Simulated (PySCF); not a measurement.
Mo(OMe)(H)5 (CH8MoO), SMILES C[O][MoH5], multiplicity 1.

Coordinates come from a PBE0-D3(BJ)/def2-SVP optimisation. The spin state was assumed, not searched. The structure was generated by enumeration; whether it is a known compound was not checked. The def2 effective core potentials stand for the cores of Mo; spin–orbit coupling is left out.

Computed with PBE/def2-TZVPD (PySCF).

Symmetry labels are those of the subgroup Cs that the program uses (full group Cs).

Computed valence orbital energies around the gap with their symmetry:
| orbital | symmetry | energy (eV) |
|---|---|---|
| HOMO−7 | A" | -11.39 |
| HOMO−6 | A' | -9.87 |
| HOMO−5 | A" | -8.16 |
| HOMO−4 | A' | -8.00 |
| HOMO−3 | A' | -7.54 |
| HOMO−2 | A" | -7.30 |
| HOMO−1 | A' | -6.59 |
| HOMO | A" | -6.46 |
| LUMO | A' | -3.27 |
| LUMO+1 | A' | -2.26 |
| LUMO+2 | A" | -2.22 |
| LUMO+3 | A' | -0.28 |
